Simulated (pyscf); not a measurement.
Optimised with ωB97X-D3(BJ)/def2-SVP in PySCF.

For the elementary gas-phase step H₃Si–SiH(SiH₃)–SiH₂–Cl → H₃Si–Si(SiH₃)(SiH₃)–Cl (singlet surface; Cl–Si, H–Si broken, Cl–Si, H–Si formed), what barrier and reaction energy does ωB97M-D3(BJ)/def2-TZVP give, measured from the reactant's lowest minimum found?

ΔE‡ = 66.1 kcal/mol, ΔE = +1.4 kcal/mol. Zero-point energy shifts the barrier by -2.3 kcal/mol. It is a concerted two-bond exchange, with an imaginary mode of 614i cm⁻¹. This is the saddle that the search found; another between the same sides may lie lower.
